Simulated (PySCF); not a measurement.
Br2H2O2Si. Atoms are numbered in the order given.

```xyz
7

O     -0.0964    -1.3927     1.5891
Si     0.0000     0.0000     0.6873
O      0.0964     1.3927     1.5891
Br    -1.8394    -0.0022    -0.5584
Br     1.8394     0.0022    -0.5584
H      0.7400    -1.6464     2.0215
H     -0.7400     1.6464     2.0215
```
Charge 0, spin multiplicity 1.

Geometry optimised at PBE-D3(BJ)/def2-SVP. The values are those of a single conformer.

The numbers are results of PBE-D3(BJ)/def2-SVP (PySCF 2.14.0), not measurements.

Frequencies are harmonic and unscaled.

```csv
mode,ν (cm⁻¹),IR (km/mol),moving atoms (share of kinetic energy)
1,95,14.5,"Br 62 %, O 18 %, H 14 %"
2,142,36.5,"O 45 %, H 33 %, Br 19 %"
3,177,39.5,"H 85 %, O 9 %"
4,229,9.0,"O 56 %, Si 32 %, Br 10 %"
5,231,22.3,"H 47 %, O 36 %, Br 16 %"
6,245,39.4,"O 55 %, Br 25 %, H 19 %"
7,269,44.8,"O 57 %, Br 26 %, H 15 %"
8,400,82.0,"Si 43 %, O 37 %, Br 16 %"
9,487,184.2,"Si 75 %, Br 14 %, H 10 %"
10,769,185.6,"H 52 %, O 42 %"
11,828,354.5,"H 67 %, O 21 %, Si 12 %"
12,858,35.0,"H 38 %, O 34 %, Si 27 %"
13,948,76.4,"Si 45 %, O 42 %, H 14 %"
14,3740,119.0,H 94 %
15,3742,70.5,H 94 %
```
